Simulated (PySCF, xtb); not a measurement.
C3H8O2Si, SMILES C=C[Si@@H](O)OC.

xtb with GFN2-xTB at its own geometry gives an orbital gap of 4.55 eV and a dipole moment of 1.33 D.

Geometry: PBE0-D3(BJ)/def2-SVP. The structure was generated by enumeration; whether it is a known compound was not checked. Other conformers were not sampled.

What does PBE/def2-TZVP in PySCF give? (Estimate from the structure and the level; the computed values follow.)

gap 4.95 eV (levels -6.57 and -1.62 eV), dipole 1.15 D.
